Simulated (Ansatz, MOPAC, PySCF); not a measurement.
Molecule: HSiO$_{2}$, charge 0, multiplicity 2. SMILES: O[Si][O]
Coordinates optimised at B3LYP-D3(BJ)/def2-TZVP (Ansatz, an electronic-structure program):
```
Si
O 1 1.5275
O 1 1.6395 2 124.53
H 3 0.9641 1 118.29 2 -180.00
```
Charge 0, spin multiplicity 2.

Quantity: vertical ionisation energy to the singlet, in eV. Set-up: 6-311+G** with 5d, 6d on Na to Ar in Ansatz; each state is the SCF solution reached for its charge and spin; 6-31G* and kin with 6d, 5d where marked; PM7 with its own dispersion and hydrogen-bond terms; non-relativistic; spin-orbit terms left out; no dispersion term unless named; open shells spin-unrestricted. First-principles rows: single points at B3LYP-D3(BJ) geometries (Ansatz). Semi-empirical rows: differences of heats of formation at the shared geometry for vertical values.

| level | program | vertical ionisation energy to the singlet (eV) |
|---|---|---|
| PM3 | MOPAC | 7.60 |
| PM6 | MOPAC | 8.48 |
| PM7 | MOPAC | 9.69 |
| HF/6-31G* | Ansatz | 10.06 |
| PBE/6-311+G** | Ansatz | 9.95 |
| B3LYP/6-31G* | Ansatz | 9.92 |
| B3LYP/def2-TZVPD | Ansatz | 10.15 |
| M06-2X/def2-TZVPD | PySCF | 10.28 |
| wB97X-V/def2-TZVPD | Ansatz | 10.17 |

No value to compare with is used here. The 6 habitual levels span 7.60 (PM3) to 10.06 eV (HF/6-31G*); B3LYP/def2-TZVPD gives 10.15.

The levels are drawn from those run, B3LYP/6-31G* more often than the rest, none by its result; left out are runs that failed, that the program found above a lower state of the same kind, or whose <S^2> lies over 0.5 above the pure value.
